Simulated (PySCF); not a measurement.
## Stationary points of [MoO3]-

Computed with B3LYP/[Mo def2-SVPD with ECP28, O def2-SVPD], scalar-relativistic core potentials, density fitting, no spin–orbit coupling, PySCF.

Relaxations began from a few typed shapes; open shells are unrestricted. The search is not exhaustive: other isomers or separated fragments can lie lower, and high-lying points may rest on an excited occupation.

Problem. Order these stationary points by electronic energy, lowest first, in kJ/mol from the lowest minimum.
A. doublet C3v: Mo–O 1.745 Å (×3); O–Mo–O 116.7° (×3)
B. doublet D3h: Mo–O 1.752 Å (×3); O–Mo–O 120.0° (×3)

Solution. A (0.0), B (3.4).

Problem. Which of them are minima?

Solution. By energy in kJ/mol, 0.0: minimum; 3.4: saddle point, 1 imaginary mode.

Formally Mo is in oxidation state +5, d1, with 1 unpaired electron. The Mulliken spin on Mo is 1.14. The polar-tensor charge on Mo, 1.65, is far below the formal one.

For the lowest minimum: other spin states or occupations of the open shell can lie lower. The lowest empty level of this anion is unbound, so it and the gap depend on the basis.
